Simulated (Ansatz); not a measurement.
Mulliken charges of CH5AlF2Si, SMILES `C[SiH2][Al]([F])[F]` from r2SCAN/def2-TZVPP in Ansatz (PBE0-D4/def2-TZVP geometry).

```tsv
atom	x (Å)	y (Å)	z (Å)	charge (e)
C1	-0.742	0.325	1.393	-0.290
Si2	0.272	0.748	-0.129	0.080
Al3	0.652	-1.184	-1.563	0.805
F4	0.013	-2.658	-1.201	-0.354
F5	1.552	-1.094	-2.938	-0.352
H6	-0.237	-0.429	2.000	0.082
H7	-0.895	1.214	2.008	0.081
H8	-1.720	-0.071	1.112	0.083
H9	-0.412	1.795	-0.940	-0.067
H10	1.600	1.303	0.262	-0.067
```

Q: By hand: the dipole of these point charges (1 e Å = 4.8032 D).

A: Σ q r = (-0.103, 0.188, 0.251) e Å, of length 0.330 e Å = 1.59 D.

Q: How does the dipole of the full density compare? (Estimate.)

A: Ansatz gave: (-0.167, 0.286, 0.399) e Å, 2.49 D; the point charges give 0.64 times that, at 1° from its direction.

Point charges leave out the atoms' own dipoles, such as those of lone pairs, and Mulliken's split depends on the basis, so the two needn't agree.
